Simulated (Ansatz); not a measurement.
`[OH][Ga]([Cl])[O][SiH3]` and `[NH2][Ga]([Cl])[O][SiH3]` differ in one atom or group.

Ansatz, PBE0-D4/def2-TZVP geometries, multiplicity 1. Each molecule was computed in one conformer, which needn't be the lowest.

Scalar relativity is left out up to krypton.

| property | `[OH][Ga]([Cl])[O][SiH3]` |
| --- | --- |
| HOMO energy (PBE/def2-TZVPP) / eV | -7.42 |
| LUMO energy (ωB97M-V/def2-TZVPP) / eV | 0.42 |
| size of the dipole moment (ωB97M-V/def2-TZVPP) / D | 1.47 |
| size of the dipole moment (PBE/def2-TZVPP) / D | 1.47 |
| HOMO energy (B3LYP/def2-TZVPP) / eV | -8.68 |
| HOMO energy (PBE0/def2-TZVPP) / eV | -8.89 |

Problem. What does the change do to each property? (Estimate.)

Solution. The calculation gave: 
| property | `[NH2][Ga]([Cl])[O][SiH3]` | shift |
| --- | --- | --- |
| HOMO energy (PBE/def2-TZVPP) / eV | -6.55 | 0.87 |
| LUMO energy (ωB97M-V/def2-TZVPP) / eV | 0.84 | 0.42 |
| size of the dipole moment (ωB97M-V/def2-TZVPP) / D | 2.33 | 0.86 |
| size of the dipole moment (PBE/def2-TZVPP) / D | 2.41 | 0.94 |
| HOMO energy (B3LYP/def2-TZVPP) / eV | -7.71 | 0.97 |
| HOMO energy (PBE0/def2-TZVPP) / eV | -7.97 | 0.92 |

With PBE0 the HOMO rises by 0.92 eV and the LUMO rises by 0.48 eV, so the gap narrows by about 0.44 eV. PBE moves the HOMO by 0.87 eV and ωB97M-V by 0.86 eV. Dipoles are sizes alone; their direction can turn.

B3LYP here is the variant with VWN-RPA as its local correlation; programs differ in this.
